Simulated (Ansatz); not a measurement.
Geometry optimisation, Ansatz, RKS PBE/6-31G.

Input:

```yaml
crystal:
  periodic: [false, false, false]
  atoms:
    - { symbol: Si, position_ang: [0.0, 0.0, 0.0] }
    - { symbol: "N", position_ang: [0.0, 0.0, 1.82] }
    - { symbol: H, position_ang: [-0.877, -0.2713, 2.35] }
    - { symbol: H, position_ang: [0.877, 0.2713, 2.35] }
    - { symbol: "N", position_ang: [1.7163, 0.0, -0.6061] }
    - { symbol: H, position_ang: [2.2145, -0.918, -0.7868] }
    - { symbol: H, position_ang: [2.2175, 0.918, -0.7783] }
    - { symbol: "N", position_ang: [-0.8572, 1.4851, -0.6061] }
    - { symbol: C, position_ang: [-2.2719, 1.4087, -0.9981] }
    - { symbol: H, position_ang: [-2.8245, 0.7784, -0.2704] }
    - { symbol: H, position_ang: [-2.7088, 2.429, -1.0098] }
    - { symbol: H, position_ang: [-2.3521, 0.9607, -2.0106] }
    - { symbol: C, position_ang: [-0.1354, 2.762, -0.7039] }
    - { symbol: H, position_ang: [-0.2436, 3.1711, -1.73] }
    - { symbol: H, position_ang: [-0.5567, 3.4827, 0.0276] }
    - { symbol: H, position_ang: [0.9399, 2.5975, -0.4831] }
    - { symbol: F, position_ang: [-0.7489, -1.2974, -0.5295] }
basis:
  gaussian: { orbitals: "6-31G" }
hamiltonian:
  xc: pbe
relax:
  f_tol: 0.02
  max_steps: 40
```

Run as:

```bash
$ ansatz run input.yaml --threads 1 --pin off --max-ram 2048MiB --backend cpu --events-out ev --progress --plain --runs-dir out
```

Task: Where does it end, and by what steps?

Result: It converged. Limits of this set-up: no polarisation functions. After 11 steps the energy has fallen by 1.099 eV; H7 moved furthest, 0.92 Å.

| step | energy less start (eV) | largest force component (eV/Å) | accepted |
| --- | --- | --- | --- |
| 0 | 0.0000 | 4.784 | yes |
| 1 | -0.5640 | 2.354 | yes |
| 2 | -0.7917 | 0.430 | yes |
| 3 | -0.8649 | 0.363 | yes |
| 4 | -0.9124 | 0.763 | yes |
| 5 | -0.9898 | 0.370 | yes |
| 6 | -1.0245 | 0.920 | yes |
| 7 | -1.0770 | 0.252 | yes |
| 8 | -1.0879 | 0.159 | yes |
| 9 | -1.0975 | 0.068 | yes |
| 10 | -1.0985 | 0.075 | yes |
| 11 | -1.0993 | 0.016 | yes |

```xyz
17
Properties=species:S:1:pos:R:3
Si -0.014 0.086 0.116
N 0.124 -0.137 1.853
H -0.565 -0.662 2.383
H 0.820 0.347 2.411
N 1.625 0.057 -0.481
H 2.351 -0.474 -0.009
H 1.860 0.369 -1.418
N -0.793 1.460 -0.677
C -2.213 1.463 -1.040
H -2.615 0.442 -0.976
H -2.812 2.127 -0.380
H -2.343 1.821 -2.082
C -0.126 2.758 -0.811
H -0.189 3.123 -1.857
H -0.590 3.532 -0.161
H 0.938 2.669 -0.539
F -1.071 -1.203 -0.298
```

Whether the end is a true minimum wasn't checked by a vibrational analysis.

Run time: 89 s on 1 thread of Arm Neoverse V1, on a shared host, peak memory 0.16 GiB.
